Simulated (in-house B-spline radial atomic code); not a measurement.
Values are calculated unless marked as measured or tabulated.
Building a PAW p channel for Al, r_c = 2.95 bohr

Al, [Ne] 3s2 3p1, non-relativistic LDA (VWN5), spherical and spin-unpolarised, from a B-spline radial code for spherical atoms (atomic units; all potentials screened as in the neutral atom).

Two all-electron partial waves φ1, φ2 are integrated outwards at E1 = ε(3p) = -0.102545 and E2 = E1 + 0.5 hartree; φ1 is the bound orbital and φ2 has unit norm inside r_c = 2.9499 bohr. Smooth partners are polynomials, r^2(a0 + a1 r² + a2 r⁴ + a3 r⁶), matched to φ and three derivatives at r_c, with no condition on the norm. The local potential is -1.70528 + (0.385788) r² + (-0.0395865) r⁴ + (0.00154061) r⁶ inside 2.5099 bohr and the all-electron one outside.

```json
{"wave": "1", "φ(r_c)": "0.5461047", "φ'(r_c)": "-0.05033715", "a0": "0.2308192", "a1": "-0.03498081", "a2": "0.002322955", "a3": "-6.004261e-05"}
{"wave": "2", "φ(r_c)": "0.07433402", "φ'(r_c)": "-1.090915", "a0": "0.591408", "a1": "-0.1302633", "a2": "0.009401532", "a3": "-0.0002447047"}
```

Inside r_c the overlaps are <φi φj> = [[0.43460, 0.59201], [0.59201, 1.00000]] and, for the smooth waves, [[0.42445, 0.55605], [0.55605, 0.89617]]. With χj = (Ej − T − V_local) applied to smooth wave j, the program's quadrature gives the matrix B_ij = <smooth i, χj> as [[0.02591, 0.04432], [0.06230, 0.13208]].

Q: Check the match of the first wave, and find the augmentation charges q_ij.

A: At r_c the four terms are 2.00857, -2.64886, 1.53068, -0.34428, which sum to 0.5461, φ1(r_c) to rounding. q_ij is the all-electron overlap less the smooth one: [[0.01015, 0.03596], [0.03596, 0.10383]]. The smooth first wave has a norm of 0.4244 inside r_c against 0.4346, and q11 > 0 puts back the missing charge.

Q: B isn't symmetric. Show that D_ij = B_ij + Ej q_ij is.

A: Integrating by parts gives B12 − B21 = (E1 − E2) q12: 0.04432 − (0.06230) = -0.01798, and −0.5 × (0.03596) = -0.01798. So D12 = 0.04432 + (0.397455)(0.03596) = 0.05861 and D21 = 0.06230 + (-0.102545)(0.03596) = 0.05861; D11 = 0.02487, D22 = 0.17335. The projectors, p = (B⁻¹)ᵀ χ, are dual to the smooth waves; det B = 0.00066.

Solving (T + V_local + Σ p D p) ψ = E (1 + Σ p q p) ψ in a sphere of 9 bohr, whose wall lifts the free-atom level a little, gives these levels:

| all-electron | one projector | two projectors |
| --- | --- | --- |
| -0.100544 | -0.100544 | -0.100544 |
| 0.129774 | 0.129222 | 0.129772 |
| 0.468255 | 0.462810 | 0.468253 |
| 0.951769 | 0.927075 | 0.951452 |
| 1.572680 | 1.504450 | 1.568750 |

Q: What does the second projector gain?

A: With one projector the errors are 0.00, -0.55, -5.44, -24.69, -68.23 millihartree. With two the errors are 0.00, 0.00, 0.00, -0.32, -3.93 millihartree. The scattering is exact at E1 and at E2 = 0.397, and over all levels compared the largest error is 3.9 millihartree. The lowest eigenvalue of the overlap operator is 1 with one and 0.957 with two projectors. The smooth orbital alone needs a cutoff of 2.08 hartree for 1 millihartree of kinetic energy, against 2.25 for a norm-conserving Troullier-Martins orbital of the same radius.
